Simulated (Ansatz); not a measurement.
Ansatz results at the PBE0-D4/def2-TZVP geometry: HOMO energy (PBE0/def2-TZVPP) -5.70 eV; HOMO–LUMO gap (PBE0/def2-TZVPP) 6.50 eV; HOMO energy (ωB97M-V/def2-TZVPP) -8.00 eV.

Each molecule was computed in one conformer, which needn't be the lowest.

Problem. Which molecule gave them?
A. `F[Si](F)(F)S`
B. `CO[SiH](F)S`
C. `CN(C)[Si](N)(N(C)C)N(C)C`
D. `C[Si](C)(C)F`

Solution. C. The others give `CO[SiH](F)S`: -7.86, 8.14, -10.08; `F[Si](F)(F)S`: -8.55, 8.42, -10.77; `C[Si](C)(C)F`: -8.58, 9.50, -10.85.
